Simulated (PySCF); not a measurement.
Ionisation energy of Tm⁺ by level of theory

Tm⁺ [Xe] 4f13 6s1 (3F) → Tm²⁺ [Xe] 4f13 (2F), as a difference of total energies. Calculation: PySCF 2.14, in x2c-TZVPPall (11s7p7d4f2g, 113 functions); the spin-free X2C one-electron Hamiltonian (Gaussian nucleus). Correlated levels: valence: [Kr] 4d10 frozen; valence and next inner shell: [Ar] 3d10 frozen. The calculations carry no spin-orbit coupling.

```json
{"method": "UHF", "ionisation energy (eV)": "11.146", "difference from reference (eV)": "-0.919"}
{"method": "LDA", "ionisation energy (eV)": "12.399", "difference from reference (eV)": "+0.334"}
{"method": "PBE", "ionisation energy (eV)": "12.201", "difference from reference (eV)": "+0.136"}
{"method": "PBE0", "ionisation energy (eV)": "11.988", "difference from reference (eV)": "-0.077"}
{"method": "r2SCAN", "ionisation energy (eV)": "11.900", "difference from reference (eV)": "-0.165"}
{"method": "MP2 (valence)", "ionisation energy (eV)": "12.050", "difference from reference (eV)": "-0.015"}
{"method": "SCS-MP2 (valence)", "ionisation energy (eV)": "11.878", "difference from reference (eV)": "-0.187"}
{"method": "MP2 (valence and next inner shell)", "ionisation energy (eV)": "12.083", "difference from reference (eV)": "+0.018"}
{"method": "SCS-MP2 (valence and next inner shell)", "ionisation energy (eV)": "11.907", "difference from reference (eV)": "-0.158"}
```

Reference: 12.065 ± 0.02 eV (semi-empirical (NIST evaluation); NIST Atomic Spectra Database, ionization energies).

Errors of the correlated levels include the incompleteness of this basis and the frozen core.
